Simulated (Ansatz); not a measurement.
Spectroscopic constants of SiW, multiplicity 7 (an upper state: multiplicity 5 came lower at CCSD(T)/def2-TZVPP on PBE0 minima). No spin–orbit coupling. The T1 diagnostic near the minimum is 0.046, so single-reference values are doubtful.

Constants: fifth-degree fit in 1/R to seven points, most abundant isotopes. In def2 and cc sets the state is the lowest found near the PBE0 minimum, followed along R.

Codes used: Ansatz (an electronic-structure program). Values without a source in brackets are computed. In def2 rows elements past Kr take small-core potentials, without spin–orbit coupling.

Energies at PBE0/def2-TZVPP:

| R (Å) | E (hartree) |
|---|---|
| 2.321297 | -356.25149637 |
| 2.383697 | -356.25568349 |
| 2.441106 | -356.25767654 |
| 2.506002 | -356.25822521 |
| 2.570899 | -356.25735855 |
| 2.645779 | -356.25503187 |
| 2.733140 | -356.25103743 |

Task: With a reduced mass of 24.2836 u, find the minimum, the force constant and the constants.

Result: A fifth-degree polynomial in 1/R puts the minimum at r_e = 2.4961 Å with force constant 152 N/m. Then ω_e = (1/2πc)√(k/μ) = 326 cm⁻¹ and B_e = h/(8π²cμr_e²) = 0.1114 cm⁻¹; the cubic and quartic terms give α_e = 0.00053 and ω_e x_e = 1.2 cm⁻¹.
